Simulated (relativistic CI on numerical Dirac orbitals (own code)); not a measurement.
## V5+ in a cubic cluster: L2,3 absorption with charge transfer

Computed with a charge-transfer multiplet model of a cubic metal-ligand cluster with up to 2 ligand holes, Slater and spin-orbit integrals from Dirac-Coulomb-Breit ions, Slater integrals scaled by 0.9. The parameters are those of a tetrahedral site (10Dq negative, t2 hopping the larger). The ground state mixes d0 with configurations of k ligand holes L, whose averages lie at kΔ + k(k − 1)U_dd/2; a core hole lowers each added d electron by U_cd. 300 K, Lorentzian 0.4 eV and Gaussian 0.3 eV FWHM.

Atomic integrals in eV (Slater integrals scaled, ζ unscaled), ground: F2dd 9.064, F4dd 5.680, zeta_d 0.024; with the core hole: F2dd 9.064, F4dd 5.680, zeta_d 0.047, zeta_core 4.606, F2cd 6.737, G1cd 5.189, G3cd 2.951. Where a configuration has fewer than two d electrons, the dd integrals are those of d2.

Cluster parameters (eV): Δ = 0, U_dd = 5.4, 10Dq = -0.5, 10Dq(ligand) = 0, V(eg) = 1.57, V(t2g) = -2.68, final-state hopping factor = 0.9.

```
         Case   n_d    d0   d1L  d2L2     S
U_cd = 4.7 eV  0.94  0.25  0.55  0.20  0.00
U_cd = 5.9 eV  0.94  0.25  0.55  0.20  0.00
U_cd = 6.5 eV  0.94  0.25  0.55  0.20  0.00
```

Weights, n_d and S are thermal averages at 300 K. Photon energies count from the first peak over 30 % of the highest in each spectrum, which can be another peak from case to case. The parameters are a model scan and need not match a compound or its usual spin state. Peaks in eV (height, largest 100):
- U_cd = 4.7 eV: 0.0 (61), 2.5 (6), 4.2 (12), 7.3 (100)
- U_cd = 5.9 eV: 0.0 (52), 2.1 (7), 3.9 (10), 5.2 (7), 7.2 (100), 9.8 (5)
- U_cd = 6.5 eV: 0.0 (52), 1.9 (7), 2.6 (7), 3.7 (11), 5.0 (7), 7.2 (100), 9.7 (6)

Curve for U_cd = 6.5 eV (points under 2 left out, the grid thinned):

E (eV), Intensity and a bar:
```
     -3.0        2.1 
     -2.7        2.4 
     -1.9        2.3 
     -1.5        2.0 
     -1.2        2.6 
     -0.9        4.3 #
     -0.5       13.8 ####
     -0.2       40.6 ##############
      0.1       47.4 ################
      0.4       21.1 #######
      0.7       11.0 ###
      1.1        7.7 ##
      1.4        7.1 ##
      1.7        7.3 ##
      2.1        7.4 ##
      2.4        7.4 ##
      2.7        7.5 ##
      3.0        7.8 ##
      3.3        9.0 ##
      3.7       11.0 ###
      4.0        7.8 ##
      4.3        5.4 #
      4.7        5.6 #
      5.0        6.6 ##
      5.3        6.5 ##
      5.6       10.0 ###
      5.9       13.7 ####
      6.3       16.0 #####
      6.6       26.6 #########
      6.9       63.1 #####################
      7.3       87.6 ##############################
      7.6       38.0 #############
      7.9       17.5 #####
      8.2       10.9 ###
      8.5        8.3 ##
      8.9        6.2 #
      9.2        5.8 #
      9.5        6.1 #
      9.9        6.1 #
     10.2        5.2 #
     10.5        4.1 #
     10.8        2.9 
     11.1        2.4 
     11.5        2.3 
     11.8        2.1
```

A d0 ion has no d-d gap: its lowest excitations are ligand-to-metal charge transfer. With the core hole the configuration with one ligand hole lies at Δ + U_dd − U_cd = 0.7, -0.5, -1.1 eV from the one without, in the order of the table; where this is negative the screened configuration lies lower, though the effective hopping of about 6.2 eV (from the holes of the mixed ground state) mixes the two strongly wherever it is as large as the gap.

With at most 2 ligand holes the space is cut while the next configuration still counts, so covalency is underestimated, and a final configuration with one more ligand hole, which can lie low, is missing from the spectra.
